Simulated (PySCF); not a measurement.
Adding and removing an electron: KBi

ROHF-CCSD(T); PySCF, scalar-relativistic core potentials, basis sets K def2-SVP, Bi def2-SVP with ECP60. Neutral (ROHF): triplet (π ↑↑), Re = 3.497 Å, ωe = 119 cm⁻¹, De = 0.67 eV.

KBi⁺ (UHF): quartet (σ ↑, π ↑↑), Re = 4.010 Å, ωe = 55.4 cm⁻¹. The energies at the minima are -812.81725 hartree for KBi and -812.64747 for KBi⁺.

Work out the adiabatic ionisation energy, without and with harmonic zero-point energies (1 hartree = 27.2114 eV, 1 eV = 8065.5 cm⁻¹), and the change of the bond length.

At CCSD(T): 0.16978 hartree = 4.620 eV between the minima; the zero-point term (55.4 − 119.0)/2 cm⁻¹ = -0.004 eV makes it 4.616 eV. Re changes by +51.3 pm against the neutral. The electron leaves a σ orbital, and the ion is left as a loose complex of an ion and an atom.

Correlated steps freeze 9 core orbitals. UHF and ROHF references stand side by side, which adds small steps between rows. Correlated levels converge slowly with the basis: in double zeta they bind strong bonds too weakly, by up to about 1 eV, and carry superposition errors of some tenths. Spin–orbit coupling is left out, which matters for elements this heavy, above all for dissociation energies. States were picked by a PBE0 search and need not be the measured ground states.

Neutral and ion stand on different kinds of reference determinant, which adds to the error of the difference.
